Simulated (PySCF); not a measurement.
# Orbital picture of CsRb

PBE at R = 4.533 Å; PySCF, scalar-relativistic core potentials, basis sets Cs def2-SVP with ECP46, Rb def2-SVP with ECP28. State: ¹Σ⁺ (singlet), closed shell. Only the outer orbitals are listed, counted within each symmetry, core potentials removing the inner ones.

| orbital | occ. | ε (eV) | on Cs (%) | main shells (%) |
| --- | --- | --- | --- | --- |
| 2σ | 2 | -26.88 | 100 | 100 Cs s |
| 1π | 2 | -15.64 | 0 | 100 Rb p |
| 1π | 2 | -15.64 | 0 | 100 Rb p |
| 3σ | 2 | -15.63 | 0 | 100 Rb p |
| 2π | 2 | -13.43 | 100 | 100 Cs p |
| 2π | 2 | -13.43 | 100 | 100 Cs p |
| 4σ | 2 | -13.39 | 100 | 100 Cs p |
| 5σ | 2 | -2.38 | 42 | 54 Rb s, 41 Cs s |
| 6σ | 0 | -1.57 | 55 | 55 Cs s, 48 Rb s |
| 3π | 0 | -0.86 | 47 | 49 Rb p, 40 Cs p |
| 3π | 0 | -0.86 | 47 | 49 Rb p, 40 Cs p |

Problem. Which are the highest filled and the lowest empty level, where do they sit, and how wide is the gap?

Solution. Highest filled 5σ at -2.38 eV (in %: 54 Rb s, 41 Cs s); lowest empty 6σ at -1.57 eV (in %: 55 Cs s, 48 Rb s); the gap at PBE is 0.81 eV.

| Property | Result |
| --- | --- |
| bond order (Mayer) | 0.98 |
| ⟨S²⟩ | 0.000 |
| charge on Cs (Mulliken, basis-dependent) | 0.16 |
| charge on Cs (Löwdin, basis-dependent) | 0.05 |
| dipole moment (positive dipole means Cs(−)Rb(+)) | -1.10 D |
| polarisability along the bond | 884.0 bohr³ |
| polarisability across the bond | 461.5 bohr³ |

Closed-shell solutions of metal pairs were not tested for spin polarisation, which can lower them a little. Spin–orbit coupling is left out.
